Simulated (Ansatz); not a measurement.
This geometry of C4H8SSi (14 atoms, charge 0, multiplicity 1) is a first-order saddle point.

All numbers below come from RKS PBE0/def2-SVP in Ansatz.

```xyz
14
Properties=species:S:1:pos:R:3
C -0.959 -0.573 1.017
C 0.084 -0.019 0.040
C 1.499 -0.534 0.268
Si -0.790 0.429 -1.610
C -0.105 1.442 -0.210
S 0.585 2.799 0.313
H -0.674 -0.298 2.047
H -1.013 -1.670 0.946
H -1.968 -0.168 0.840
H 2.185 0.308 0.454
H 1.880 -1.104 -0.592
H 1.541 -1.194 1.147
H -0.064 0.529 -2.904
H -2.215 0.022 -1.727
```

Task: Which two structures does it join? (They come from a converged band through this point; their orientation in space is the band's.)

Result: No bond is made or broken. The dihedral Si4–C2–C3–H11 goes from -93 to 28°. The two ends are copies of one structure, up to a mirror image or an exchange of like atoms.

Image 0:

```xyz
14
Properties=species:S:1:pos:R:3
C -0.932 -0.589 1.118
C -0.006 -0.038 0.049
C 1.427 -0.544 0.149
Si -0.612 0.455 -1.687
C -0.102 1.445 -0.190
S 0.059 2.770 0.703
H -0.577 -0.284 2.117
H -0.959 -1.689 1.078
H -1.961 -0.218 1.004
H 2.074 -0.131 -0.641
H 1.456 -1.642 0.074
H 1.859 -0.245 1.120
H 0.320 0.290 -2.833
H -2.057 0.393 -2.032
```

Image 6:

```xyz
14
Properties=species:S:1:pos:R:3
C -0.907 -0.498 1.183
C -0.007 -0.034 0.053
C 1.424 -0.550 0.148
Si -0.650 0.342 -1.699
C -0.092 1.429 -0.290
S 0.097 2.812 0.504
H -0.521 -0.126 2.147
H -0.946 -1.597 1.223
H -1.936 -0.123 1.070
H 1.886 -0.189 1.083
H 2.052 -0.200 -0.686
H 1.439 -1.650 0.149
H 0.251 0.078 -2.851
H -2.104 0.277 -2.005
```

Task: How far does it lie above each of them?

Result: 0.121 eV above the first and 0.121 eV above the second. This is the barrier of this one path; another mechanism may lie lower.

Run time: 6.7 min on 2 threads of Arm Neoverse V2, with other jobs on the host, peak memory 0.38 GiB.
